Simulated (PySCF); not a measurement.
## Electron correlation in Cd²⁺ (cadmium, charge +2)

[Kr] 4d9 5p1, one real determinant (an excited configuration). All numbers are calculated (PySCF 2.14, a scalar-relativistic core potential, in aug-cc-pwCVDZ-PP with ECP28MDF (6s6p5d3f, 70 functions)). Frozen: 4s2 4p6; 10 electrons correlated.

MP2 pair energies summed by pair of shells (mhartree):

```csv
pair,energy,share (%)
4d-4d,-275.28,90.8
4d-5p,-27.82,9.2
```

Total MP2 correlation energy: -303.10 mhartree.

Same-spin part -117.12 and opposite-spin part -185.98 mhartree; SCS-MP2 scales them by 1/3 and 6/5 to -262.21 mhartree.

The reference is one real determinant that mixes LS terms of this configuration.
